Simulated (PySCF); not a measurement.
Stepwise substitution at one centre (Al OH-H). Isolated molecules, 0 K electronic values unless said otherwise. One relaxed conformer stands for each flexible species; it need not be the lowest. Strings in code marks are SMILES.

Calculation: PySCF with PBE-D3(BJ)/def2-TZVP // CAM-B3LYP-D3(BJ)/def2-TZVP. Excitations are Tamm–Dancoff values on a coarser integration grid. The basis has no diffuse functions, so Rydberg states are missing or too high.

| species | LUMO (eV) | S1 oscillator strength | HOMO–LUMO gap (eV) | T1 excitation (TDA) (eV) |
|---|---|---|---|---|
| 0 of 3 OH replaced by H | -1.26 | [?] | 6.02 | [?] |
| 1 of 3 OH replaced by H (`[OH][AlH][OH]` (H–O–Al–O torsion 0°, O–Al–O–H torsion 0°)) | [?] | 0.000 | 6.46 | 6.27 |
| 2 of 3 OH replaced by H (`[OH][AlH2]`) | -1.70 | 0.001 | 5.31 | 5.00 |
| 3 of 3 OH replaced by H | -2.52 | – | 4.79 | – |

Some entries are withheld; supply them.


- 0 of 3 OH replaced by H, S1 oscillator strength: 0.000
- 0 of 3 OH replaced by H, T1 excitation (TDA) (eV): 5.85
- 1 of 3 OH replaced by H (`[OH][AlH][OH]` (H–O–Al–O torsion 0°, O–Al–O–H torsion 0°)), LUMO (eV): -0.90
